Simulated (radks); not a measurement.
The numbers below are computed, except where a source is named.
Q: Species: the indium ion In4+. Configuration: [Kr] 4d8 5s1 (not the ground configuration). Code: a radial shooting solver on a logarithmic mesh with Libxc functionals. Model: scalar-relativistic Kohn-Sham, BLYP, spin-polarised, spherical densities, finite nucleus; open shells are filled with parallel spins first (spin-orbit coupling, left out, can overturn this in heavy ions); Fermi nuclear charge, rms radius 4.6156 fm. Some entries of the table are withheld. Estimate them.

| orbital | occ. | eigenvalue (eV) | <1/r> (bohr^-1) | <r> (bohr) |
|---|---|---|---|---|
| 1s up | 1 | -27813.97 | 51.85 | 0.02971 |
| 1s down | 1 | -27813.91 | 51.85 | 0.02971 |
| 2s up | 1 | -4213.415 | 11.82 | 0.1285 |
| 2s down | 1 | -4212.861 | 11.82 | 0.1285 |
| 2p up | 3 | -3788.062 | 11.38 | 0.1122 |
| 2p down | 3 | -3787.626 | 11.38 | 0.1122 |
| 3s up | 1 | -844.9000 | 4.182 | 0.3486 |
| 3s down | 1 | -844.5858 | 4.182 | 0.3486 |
| 3p up | 3 | -705.6586 | 3.983 | 0.3471 |
| 3p down | 3 | -705.3065 | 3.983 | 0.3471 |
| 3d up | 5 | -489.4793 | 3.755 | 0.3242 |
| 3d down | 5 | -488.9671 | 3.755 | 0.3242 |
| 4s up | 1 | -174.7489 | 1.651 | 0.8394 |
| 4s down | 1 | -172.7571 | 1.653 | 0.8387 |
| 4p up | 3 | -132.6355 | 1.503 | 0.9052 |
| 4p down | 3 | -130.6059 | 1.505 | 0.9046 |
| 4d up | 5 | (1) | 1.219 | 1.086 |
| 4d down | 3 | (2) | 1.219 | 1.087 |
| 5s up | 1 | -48.4288 | 0.6434 | (3) |
| 5s down | 0 | -46.9208 | 0.6346 | (4) |
| 5p up | 0 | -38.2801 | (5) | 2.305 |
| 5p down | 0 | -37.0434 | (6) | 2.345 |

A: 
(1) 4d up eigenvalue (eV): -71.0275
(2) 4d down eigenvalue (eV): -68.9799
(3) 5s up <r> (bohr): 2.028
(4) 5s down <r> (bohr): 2.053
(5) 5p up <1/r> (bohr^-1): 0.5620
(6) 5p down <1/r> (bohr^-1): 0.5505
